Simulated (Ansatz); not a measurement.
Reaction (formal exchange of groups at the Si–C bond): `OC[SiH2]CCl` + `O[SiH2]S` → `O[SiH2][SiH2]CCl` + `OCS`

Calculated with Ansatz (gas phase, PBE0-D4/def2-TZVP geometries, no zero-point term in ΔE). CCSD(T)/CBS is the MP2 limit (def2-TZVPP, def2-QZVPP) plus CCSD(T) − MP2 in def2-TZVPP, frozen cores. Functionals use def2-TZVPP. Each species was taken in one conformer, which may not be the lowest.

CCSD(T)/CBS gives +112.3 kJ/mol.

**Question.** Another level gave +113.1 kJ/mol. Which?
A. MP2/def2-TZVPP
B. BLYP-D4/def2-TZVPP
C. B2PLYP/def2-TZVPP
D. PBE/def2-TZVPP

**Answer.** C. B2PLYP 113.1, PBE 102.3, MP2/def2-TZVPP 119.1, BLYP-D4 107.8 kJ/mol.

Largest T1 diagnostic among the species: 0.011.

Leaving LDA and LC-ωPBE aside and taking each functional with its dispersion term where it has one, the values, not all of them listed here, spread over 15.0 kJ/mol, from revPBE-D4 to ωB97M-V. LDA lies +5.9 kJ/mol from PBE without D4. At CCSD(T), def2-SVP lies −4.9 kJ/mol from the extrapolated value and def2-TZVPP −0.9 kJ/mol.
